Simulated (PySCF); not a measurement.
Stepwise substitution at one centre (Ga CH3-SH). All species are isolated molecules in the gas phase. One relaxed conformer stands for each flexible species; it need not be the lowest. Strings in code marks are SMILES.

The four lowest singlet excitations (Tamm–Dancoff). These are M06-2X/def2-TZVP // B3LYP-D3(BJ)/def2-TZVP (PySCF) values and carry that method's errors. Excitations are Tamm–Dancoff values on a coarser integration grid. The basis has no diffuse functions, so Rydberg states are missing or too high.

```json
[
 {"state": "S1", "energy (eV)": "5.79", "wavelength (nm)": "214", "oscillator strength": "0.076"},
 {"state": "S2", "energy (eV)": "5.95", "wavelength (nm)": "208", "oscillator strength": "0.003"},
 {"state": "S3", "energy (eV)": "6.14", "wavelength (nm)": "202", "oscillator strength": "0.000"},
 {"state": "S4", "energy (eV)": "6.16", "wavelength (nm)": "201", "oscillator strength": "0.000"}
]
```

Question: Identify which member gives these states.
A. `[CH3][Ga]([SH])[SH]` (S–Ga–S–H torsion -180°, S–Ga–S–H torsion 180°)
B. `[CH3][Ga]([CH3])[CH3]`
C. `[SH][Ga]([SH])[SH]`
D. `[CH3][Ga]([CH3])[SH]` (C–Ga–S–H torsion 179°)

Answer: A, `[CH3][Ga]([SH])[SH]` (S–Ga–S–H torsion -180°, S–Ga–S–H torsion 180°)
